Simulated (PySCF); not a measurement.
Molfile (atoms numbered from 1):
```
CH8BNS
     RDKit          3D

 12 11  0  0  0  0  0  0  0  0999 V2000
    1.8679   -0.4356   -0.2528 C   0  0  0  0  0  0  0  0  0  0  0  0
    0.7886    0.2114    1.0572 S   0  0  0  0  0  0  0  0  0  0  0  0
   -0.7129    0.8049    0.0933 B   0  0  0  0  0  0  0  0  0  0  0  0
   -1.6500   -0.5117   -0.2036 N   0  0  0  0  0  0  0  0  0  0  0  0
    2.8133   -0.7532    0.2095 H   0  0  0  0  0  0  0  0  0  0  0  0
    2.0843    0.3431   -0.9992 H   0  0  0  0  0  0  0  0  0  0  0  0
    1.4428   -1.3115   -0.7704 H   0  0  0  0  0  0  0  0  0  0  0  0
   -1.3909    1.5193    0.8133 H   0  0  0  0  0  0  0  0  0  0  0  0
   -0.4561    1.2816   -1.0019 H   0  0  0  0  0  0  0  0  0  0  0  0
   -2.5417   -0.2605   -0.6358 H   0  0  0  0  0  0  0  0  0  0  0  0
   -1.8318   -0.9969    0.6773 H   0  0  0  0  0  0  0  0  0  0  0  0
   -1.1725   -1.1710   -0.8200 H   0  0  0  0  0  0  0  0  0  0  0  0
  1  2  1  0
  2  3  1  0
  3  4  1  0
  1  5  1  0
  1  6  1  0
  1  7  1  0
  3  8  1  0
  3  9  1  0
  4 10  1  0
  4 11  1  0
  4 12  1  0
M  CHG  2   3  -1   4   1
M  END
```

Computed data (PySCF): NMR shieldings at PBE0/pcSseg-1/GIAO, structure optimised with PBE0-D3(BJ)/def2-SVP. Relativity neglected, one conformer, no solvent, one averaged value for each set of equivalent atoms.

Referencing at the same level of theory: ¹³C (σref 184.41), ¹H (σref 31.27) against TMS; CS2 for ³³S (σref 495.66); ¹¹B (σref 100.73) against BF3·OEt2; NH3 for ¹⁵N (σref 265.67).

```csv
atoms,nucleus,count,Hirshfeld charge,δ (ppm)
H5/H6/H7,¹H,3,0.03,1.76
H10/H11/H12,¹H,3,0.16,2.53
S2,³³S,1,-0.13,-143
C1,¹³C,1,-0.13,18.1
H8/H9,¹H,2,-0.10,?
N4,¹⁵N,1,-0.09,52.4
B3,¹¹B,1,-0.04,?
```

Q: Fill in the missing shifts.

A: 
- H8/H9: 2.90 ppm, hydrogen on a boron bonded to N, S
- B3: -13.5 ppm, boron bonded to N, S, 2 H

OH and NH positions are those of a molecule without intermolecular hydrogen bonds; in solution they move with solvent, concentration and temperature, and exchange usually removes their couplings. Hydrogens on boron are broadened and split by ¹¹B (spin 3/2, 80 %) and 10B (spin 3). Shifts are as computed. Against solution values, carbons near 30 ppm lie about +2 ppm off and those near 130 ppm about +5 ppm. Of 1211 compounds with measured shifts, 218 miss one by over three times the rms of a fit or turn the order of signals round; such compounds aren't used in these exercises. Experimental scales use liquid or dissolved standards, which lie at an offset from isolated NH3 (liquid NH3: subtract about 20 ppm).
